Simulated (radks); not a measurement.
Values are calculated unless marked as measured or tabulated.
Re I, 75 electrons, occupied as [Xe] 4f14 5d5 6s2. Code: a radial shooting solver on a logarithmic mesh with Libxc functionals. Model: scalar-relativistic Kohn-Sham, OLYP, spin-polarised, spherical densities, finite nucleus; open shells are filled with parallel spins first (spin-orbit coupling, left out, can overturn this in heavy ions); Fermi nuclear charge, rms radius 5.3698 fm.

Unscreened Slater integrals over Kohn-Sham orbitals (eV). They are taken over the spin-up orbitals. Empty in this configuration: 6p.

integral      value
F0(6s,6s)    8.2583
F0(6s,5d)    9.6783
G2(6s,5d)    2.7107
F0(6s,4f)    10.952
G3(6s,4f)   0.30408
F0(6s,5p)    10.386
G1(6s,5p)   0.76786
F0(6s,6p)    5.9954
G1(6s,6p)    3.0179
F0(5d,5d)    13.241
F2(5d,5d)    6.7073
F4(5d,5d)    4.3726
F0(5d,4f)    17.449
F2(5d,4f)    3.7921
F4(5d,4f)    1.7412
G1(5d,4f)    1.3787
G3(5d,4f)    1.2130
G5(5d,4f)   0.94808
F0(5d,5p)    15.669
F2(5d,5p)    7.3788
G1(5d,5p)    8.6240
G3(5d,5p)    5.2927
F0(5d,6p)    6.4298
F2(5d,6p)    1.7844
G1(5d,6p)   0.97382
G3(5d,6p)   0.70432
F0(4f,4f)    43.159
F2(4f,4f)    20.962
F4(4f,4f)    13.246
F6(4f,4f)    9.5573
F0(4f,5p)    24.817
F2(4f,5p)    7.8212
G2(4f,5p)    3.3428
G4(4f,5p)    2.7181
F0(4f,6p)    6.8171
F2(4f,6p)   0.46711
G2(4f,6p)   0.10550
G4(4f,6p)  0.095547
F0(5p,5p)    20.215
F2(5p,5p)    10.883
F0(5p,6p)    6.6374
F2(5p,6p)    1.0802
G0(5p,6p)   0.17272
G2(5p,6p)   0.22849
F0(6p,6p)    4.9461
F2(6p,6p)    2.4676

Derived for the open shells (J is the average intra-shell exchange parameter used in DFT+U). 5d: Racah B = F2/49 - 5 F4/441 = 0.08731 eV, C = 35 F4/441 = 0.3470 eV, C/B = 3.97, F4/F2 = 0.652, J = (F2 + F4)/14 = 0.7914 eV.
